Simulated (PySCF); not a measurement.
C₆ coefficients of unlike pairs at PBE

Calculated with PySCF 2.14 from the dipole response of each species, C₆(A,B) = (3/π) ∫ α_A(iu) α_B(iu) du, in atomic units, from isotropic polarisabilities. For ions this is the dispersion term alone; charge-induced terms of lower order in 1/R come first.

| species | configuration | basis | relativity | α (bohr³) | C₆ (like pair) |
| --- | --- | --- | --- | --- | --- |
| Sc²⁺ | [Ar] 3d1 (2D) | def2-TZVPPD (6s6p4d2f1g) | none | 5.145 | 14.78 |
| Xe³⁺ | [Kr] 4d10 5s2 5p3 (4S) | x2c-QZVPPall with one added diffuse shell each of s, p, d, f type (14s10p8d5f1g) | spin-free X2C | 9.434 | 56.18 |
| V⁺ | [Ar] 3d4 (5D) | aug-cc-pwCVTZ (10s9p7d4f3g) | none | 17.76 | 67.24 |
| Cl⁺ | [Ne] 3s2 3p4 (3P) | aug-cc-pCVTZ-DK (8s7p5d3f) | spin-free X2C | 8.813 | 41.93 |

Q: Estimate C₆ for Cl⁺ with V⁺.

A: The integral gives 51.00. The combination rule 2 C_A C_B / (C_A α_B/α_A + C_B α_A/α_B) gives 47.84 and the geometric mean 53.10.

No spin-orbit coupling is included.

The other pairs:

```tsv
pair	C₆
V⁺, Sc²⁺	29.84
Xe³⁺, Sc²⁺	28.71
Cl⁺, Sc²⁺	24.53
V⁺, Xe³⁺	58.15
Cl⁺, Xe³⁺	48.19
```
